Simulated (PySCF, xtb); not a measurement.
C3H6, SMILES C1CC1.

Harmonic wavenumbers (cm⁻¹) from GFN2-xTB in xtb 6.7.1 at its own minimum, in rising order: 770, 770, 851, 979, 980, 1075, 1078, 1079, 1118, 1167, 1167, 1303, 1445, 1445, 1503, 3090, 3091, 3091, 3091, 3091, 3118.

Question: What does PBE0-D3(BJ)/def2-TZVP (PySCF) give at its own minimum? (An estimate is asked for; the answer gives what the named calculation found.)

Answer: 741, 741, 858, 915, 915, 1054, 1054, 1088, 1154, 1211, 1211, 1238, 1466, 1466, 1520, 3151, 3151, 3159, 3229, 3229, 3250. Paired by order, the mean absolute difference is 52 cm⁻¹ and the zero-point energies are 50.5 and 51.2 kcal/mol.
